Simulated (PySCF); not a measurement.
**Telling isomers of C5H12N2 apart by NMR**

[PySCF 2.14: GFN2-xTB geometry; NMR shieldings at PBE0/pcSseg-1/GIAO; no relativistic terms; gas phase; a single conformation; fast rotation and ring inversion assumed for equivalent nuclei]

References, each an isolated molecule treated in the same way: ¹H (31.72 ppm) and ¹³C (186.93 ppm) vs TMS. Where no couplings were computed, multiplicities follow the n + 1 count of equivalent neighbours, and m marks all less simple cases (inequivalent or close neighbours, rings, F or P nearby). Shifts are as computed. Against solution values, carbons near 30 ppm lie about +3 ppm off and those near 130 ppm about +5 ppm. Of 1211 compounds with measured shifts, 218 miss one by over three times the rms of a fit or turn the order of signals round; such compounds aren't used in these exercises. OH and NH positions are gas-phase values without hydrogen bonding to other molecules.

(1) Tabulate the signals of `CCNN=C(C)C`, `CN(C)/C=C\CN` and their relative energies.

(2) What is the quickest way to tell CCNN=C(C)C from CN(C)/C=C\CN?

## Answers

(1) 
```json
{"SMILES": "CCNN=C(C)C", "carbon types": "1×C 1×CH2 3×CH3", "δC": "134.9, 50.1, 29.8, 19.5, 14.7", "δH": "4.05 (br s, 1H), 3.43 (q, 2H), 1.99 (s, 3H), 1.62 (s, 3H), 0.97 (t, 3H)", "E rel. (kcal/mol)": "0.0"}
{"SMILES": "CN(C)/C=C\\CN", "carbon types": "2×CH 1×CH2 2×CH3", "δC": "140.3, 106.1, 44.3, 42.8", "δH": "5.43 (d, 1H), 4.43 (m, 1H), 3.34 (d, 2H), 2.79 (s, 6H), 0.50 (br s, 2H)", "E rel. (kcal/mol)": "6.3"}
```

Energies are electronic energies at PBE0/pcSseg-1 on these geometries, without zero-point or thermal terms, each for the one conformer computed, which needn't be the lowest.

(2) Count the carbon signals: 5 against 4. The first has a C=N carbon (C) at 134.9 ppm, the second an alkene carbon bearing nitrogen (CH) at 140.3 ppm. In the proton spectra the most deshielded non-exchanging signals are 3.43 (q, 2H) and 5.43 (d, 1H).
